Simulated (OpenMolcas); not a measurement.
**OpenMolcas run: Cr4+**

Input:

```
&GATEWAY
Coord
1

Cr 0.0 0.0 0.0
Basis=ANO-RCC-VTZP
Group=XYZ
NoMove
AngMom=0.0 0.0 0.0
AMFI
&SEWARD
* reference wave functions (RASSCF and RASSI steps not shown): 2 electrons in 5 orbitals (3d)
>>> COPY JOB001 $Project.JobIph
&CASPT2
Multistate=10 1 2 3 4 5 6 7 8 9 10
Frozen=2 3
IPEA=0.25
Sig2=0.3
MaxIter=60
WThr=0.0 0.3 0.05
PrWF=0.5
NoMix
>>> COPY JOB002 $Project.JobIph
&CASPT2
Multistate=15 1 2 3 4 5 6 7 8 9 10 11 12 13 14 15
Frozen=2 3
IPEA=0.25
Sig2=0.3
MaxIter=60
WThr=0.0 0.3 0.05
PrWF=0.5
NoMix
```

Output, cut to the results:

```
--- CASPT2 ---
Orbital specifications:
      -----------------------

      Symmetry species                           1   2
                                                ag  au
      Frozen orbitals                            2   3
      Inactive orbitals                          1   3
      Active orbitals                            5   0
      Secondary orbitals                        22  23
      Deleted orbitals                           0   0
      Number of basis functions                 30  29
Type of calculation                        MS-CASPT2
      Fock operator                              state-specific
      IPEA shift                                 0.25
      Real shift                                 0.00
      Imaginary shift                            0.00
      Sigma^2 regularizer                        0.30
      The input orbitals will be transformed to quasi-canonical
Reference energy:       -1046.0044485392
      E2 (Non-variational):      -0.2983995794
      Shift correction:           0.0000000016
      E2 (Variational):          -0.2983995777
      Total energy:           -1046.3028481169
      Residual norm:              0.0000000688
      Reference weight:           0.96224
      Contributions to the CASPT2 correlation energy
      Active & Virtual Only:         -0.0054632742
      One Inactive Excited:          -0.1092954514
      Two Inactive Excited:          -0.1836408538
Reference energy:       -1046.0044485392
      E2 (Non-variational):      -0.2999455453
      Shift correction:           0.0000000019
      E2 (Variational):          -0.2999455434
      Total energy:           -1046.3043940825
      Residual norm:              0.0000001320
      Reference weight:           0.96177
      Contributions to the CASPT2 correlation energy
      Active & Virtual Only:         -0.0055791739
      One Inactive Excited:          -0.1101358954
      Two Inactive Excited:          -0.1842304761
::    CASPT2 Root  1     Total energy:  -1046.30284812
::    CASPT2 Root  2     Total energy:  -1046.30439408
::    CASPT2 Root  3     Total energy:  -1046.30388492
::    CASPT2 Root  4     Total energy:  -1046.30399259
::    CASPT2 Root  5     Total energy:  -1046.30456118
::    CASPT2 Root  6     Total energy:  -1046.30395607
::    CASPT2 Root  7     Total energy:  -1046.30556304
::    CASPT2 Root  8     Total energy:  -1046.23240869
::    CASPT2 Root  9     Total energy:  -1046.23240870
::    CASPT2 Root 10     Total energy:  -1046.23240868
::    MS-CASPT2 Root  1     Total energy:  -1046.30581591
::    MS-CASPT2 Root  2     Total energy:  -1046.30505771
::    MS-CASPT2 Root  3     Total energy:  -1046.30461079
::    MS-CASPT2 Root  4     Total energy:  -1046.30404539
::    MS-CASPT2 Root  5     Total energy:  -1046.30383567
::    MS-CASPT2 Root  6     Total energy:  -1046.30348621
::    MS-CASPT2 Root  7     Total energy:  -1046.30237983
::    MS-CASPT2 Root  8     Total energy:  -1046.23240358
::    MS-CASPT2 Root  9     Total energy:  -1046.23239900
::    MS-CASPT2 Root 10     Total energy:  -1046.23239198
--- CASPT2 ---
Orbital specifications:
      -----------------------

      Symmetry species                           1   2
                                                ag  au
      Frozen orbitals                            2   3
      Inactive orbitals                          1   3
      Active orbitals                            5   0
      Secondary orbitals                        22  23
      Deleted orbitals                           0   0
      Number of basis functions                 30  29
Type of calculation                        MS-CASPT2
      Fock operator                              state-specific
      IPEA shift                                 0.25
      Real shift                                 0.00
      Imaginary shift                            0.00
      Sigma^2 regularizer                        0.30
      The input orbitals will be transformed to quasi-canonical
Reference energy:       -1045.9322991243
      E2 (Non-variational):      -0.3158548742
      Shift correction:          -0.0000001071
      E2 (Variational):          -0.3158549813
      Total energy:           -1046.2481541056
      Residual norm:              0.0000001741
      Reference weight:           0.95800
      Contributions to the CASPT2 correlation energy
      Active & Virtual Only:         -0.0138318356
      One Inactive Excited:          -0.1090674192
      Two Inactive Excited:          -0.1929556194
Reference energy:       -1045.9322991243
      E2 (Non-variational):      -0.3158480276
      Shift correction:          -0.0000001071
      E2 (Variational):          -0.3158481347
      Total energy:           -1046.2481472590
      Residual norm:              0.0000001746
      Reference weight:           0.95801
      Contributions to the CASPT2 correlation energy
      Active & Virtual Only:         -0.0138318415
      One Inactive Excited:          -0.1090651620
      Two Inactive Excited:          -0.1929510241
::    CASPT2 Root  1     Total energy:  -1046.24815411
::    CASPT2 Root  2     Total energy:  -1046.24814726
::    CASPT2 Root  3     Total energy:  -1046.24817293
::    CASPT2 Root  4     Total energy:  -1046.24816799
::    CASPT2 Root  5     Total energy:  -1046.24817566
::    CASPT2 Root  6     Total energy:  -1046.20322111
::    CASPT2 Root  7     Total energy:  -1046.20625163
::    CASPT2 Root  8     Total energy:  -1046.20397933
::    CASPT2 Root  9     Total energy:  -1046.20445810
::    CASPT2 Root 10     Total energy:  -1046.20550734
::    CASPT2 Root 11     Total energy:  -1046.20659978
::    CASPT2 Root 12     Total energy:  -1046.20285687
::    CASPT2 Root 13     Total energy:  -1046.20567410
::    CASPT2 Root 14     Total energy:  -1046.20500455
::    CASPT2 Root 15     Total energy:  -1046.06970760
::    MS-CASPT2 Root  1     Total energy:  -1046.24827003
::    MS-CASPT2 Root  2     Total energy:  -1046.24820942
...
```

Levels above the lowest, from the spin-orbit matrix with the single-state CASPT2 energies, averaged by term, on its diagonal:

| Configuration | Term | J | E (cm-1) | Measured (cm-1) | Term weight % |
| --- | --- | --- | --- | --- | --- |
| 3d2 | 3F | 2 | 0.0 | 0.0 | 100 |
| 3d2 | 3F | 3 | 509 | 508 | 100 |
| 3d2 | 3F | 4 | 1157 | 1142 | 100 |
| 3d2 | 1D | 2 | 12920 | 13188 | 98 |
| 3d2 | 3P | 0 | 16080 | 15492 | 100 |
| 3d2 | 3P | 1 | 16260 | 15677 | 100 |
| 3d2 | 3P | 2 | 16650 | 16041 | 98 |
| 3d2 | 1G | 4 | 22480 | 22019 | 100 |
| 3d2 | 1S | 0 | 52150 | 51146 | 100 |

Against the 8 measured excited levels shown (Sugar and Corliss, J. Phys. Chem. Ref. Data 6, 317 (1977)) the mean absolute deviation is 440 cm-1; the largest miss in energy is 3d2 1S0: computed 52150, measured 51146 cm-1 (+2.0 %), and the largest in proportion 3d2 3P0 (+3.8 %).

Term energies are means over components that CASPT2 splits; among the terms shown or strongly mixed into the levels shown the widest spread is 820 cm-1 (3d2 1G). Measured partners are found by configuration, term and J. A level has none where our copy of the source lacks it or the pairing is in doubt (some pairs that miss far off the trend of their configuration count as doubtful), and it then counts in no deviation. Levels of configurations outside the active space are missing.

The term weight is that of the spin-free term in the level, not the purity of its configuration.
